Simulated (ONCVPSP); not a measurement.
# carbon (C): ONCV pseudisation with LDA (Perdew-Zunger), scalar-relativistic reference atom.

ONCVPSP 4.0.1 input, shortened (lines: element, Z, core and valence counts, functional; n l f; lmax; l rc ep ncon nbas qcut; lloc lpopt rc5 dvloc0; l nproj debl; icmod fcfact rcfact), LDA (Perdew-Zunger), scalar-relativistic:

```
  C 6.00    1    2        3      upf
    1    0    2.00
    2    0    2.00
    2    1    2.00
    2
    0    1.20    0.00    4    7    5.30
    1    2.15    0.00    3    7    7.30
    2    1.70    0.04    5    9    6.20
    4    5    1.05    0.00
    0    2    2.80
    1    1    3.70
    2    2    2.00
    3    5.50    1.05
```

Poles of the logarithmic derivatives, all-electron (AE) and pseudo (PS). s: poles at 3.1 (AE) and 3.1 (PS) Ha. p: poles at 0.2, 3.5 (AE) and 0.2, 4.0 (PS) Ha. d: poles at 3.7 (AE) and 3.7 (PS) Ha. Test radii: s 1.22, p 2.18, d 1.73 bohr.

- Cutoffs needed: 29 Ha and 74 Ha (the cutoffs (Ha) at which the residual kinetic energy of the hardest occupied pseudo-wave falls to 1 and 0.1 mHa per electron)
- Ghost test: no bound ghost flagged; no localised positive-energy state flagged
- Largest excitation error: +675 meV (all-electron minus pseudo) for 2s1 2p0, out of 4 test configurations
- rms error of d²Exc/dni dnj: 2.83 mHa without and 2.09 mHa with the model core
